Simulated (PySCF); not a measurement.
**Bi⁺ (bismuth, charge +1): M06-L calculation**

Configuration: [Xe] 4f14 5d10 6s2 6p1 6d1, one real determinant (an excited configuration). Computed with PySCF 2.14 in aug-cc-pwCVTZ-DK3 with one added diffuse shell each of s, d, f type (12s10p9d6f1g, 138 functions), with scalar relativity by spin-free X2C-1e.

```json
{
  "Total energy": "-21531.86 hartree",
  "One-electron energy": "-29400.68 hartree",
  "Hartree (Coulomb) energy": "8272.03 hartree",
  "Exchange-correlation energy": "-403.21 hartree",
  "⟨S²⟩": "2.0011",
  "⟨L²⟩": "8.004",
  "Sum of ⟨r⟩": "48.38 bohr",
  "Sum of ⟨r²⟩": "77.10 bohr²",
  "Traceless quadrupole moment −½Σ⟨3z² − r²⟩ along its main axis": "4.44 e·bohr²",
  "Langevin diamagnetic susceptibility": "-61.1 ×10⁻⁶ cm³/mol",
  "Time after the integrals": "of the order of 15 core-seconds"
}
```

```
shell  electrons  mean orbital energy (eV)  spread (eV)  rms radius, mean of both spins (bohr)
 1s α          1                  -90356.4            0                                 0.0178
 1s β          1                  -90356.4            0                                 0.0178
 2s α          1                  -16280.1            0                                 0.0718
 2s β          1                  -16280.1            0                                 0.0718
 2p α          3                  -14000.7        0.024                                 0.0663
 2p β          3                  -14000.7        0.043                                 0.0663
 3s α          1                   -3956.1            0                                  0.183
 3s β          1                   -3956.1            0                                  0.183
 3p α          3                   -3297.0        0.077                                  0.186
 3p β          3                   -3297.0        0.094                                  0.186
 3d α          5                   -2600.1        0.068                                  0.170
 3d β          5                   -2600.1        0.087                                  0.170
 4s α          1                   -925.70            0                                  0.400
 4s β          1                   -925.68            0                                  0.400
 4p α          3                   -707.07        0.165                                  0.427
 4p β          3                   -707.05        0.182                                  0.427
 4d α          5                   -446.76        0.164                                  0.453
 4d β          5                   -446.74        0.191                                  0.453
 5s α          1                   -171.13            0                                  0.886
 5s β          1                   -171.03            0                                  0.886
 4f α          7                   -165.81        0.158                                  0.482
 4f β          7                   -165.77        0.198                                  0.482
 5p α          3                   -110.17        0.368                                   1.01
 5p β          3                   -110.09        0.415                                   1.01
 5d α          5                   -39.202        0.424                                   1.31
 5d β          5                   -39.059        0.565                                   1.31
 6s α          1                   -24.642            0                                   2.23
 6s β          1                   -23.946            0                                   2.23
 6p α          1                   -13.755            0                                   2.84
 6d α          1                    -5.207            0                                   5.18
```

⟨L²⟩ = 8.00 against 12 for a pure F term, so this real determinant mixes terms. Spin-orbit coupling, absent here, splits the open shell strongly. The outer electron is Rydberg-like, and this basis confines it to a smaller radius and binds it less than a complete one would.

Densities and radii are taken from the X2C orbitals without a picture-change correction, which distorts them close to the nucleus.
